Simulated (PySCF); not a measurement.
Gas-phase reaction: 2 SiH2 + 2 SiO2 = H3SiOH + Si3O3

Method: PySCF energies plus ideal-gas RRHO corrections (1 bar). † marks an energy on the PBE0/def2-TZVP geometry and frequencies; other levels use their own. 6-31G* has spherical d functions here. All species are closed-shell singlets. B3LYP is the form with VWN-RPA correlation. H3SiOH, Si3O3: computed as isolated molecules; such fragments, hydroxides, amides, oligomers or adducts are transient or little studied in the gas.

HF/def2-TZVP† gives ΔH°(298 K) = -1106 kJ.

Problem. What do B3LYP/6-31G*, PBE/def2-TZVP†, B3LYP/def2-TZVP† give?

Solution. B3LYP/6-31G*: -994 kJ; PBE/def2-TZVP†: -948 kJ; B3LYP/def2-TZVP†: -986 kJ. For scale, ΔH°(298 K) is -1106 kJ at this level, -1059 kJ at ωB97M-V/def2-TZVP†, and runs from -1106 to -463 kJ over the 20 levels computed.
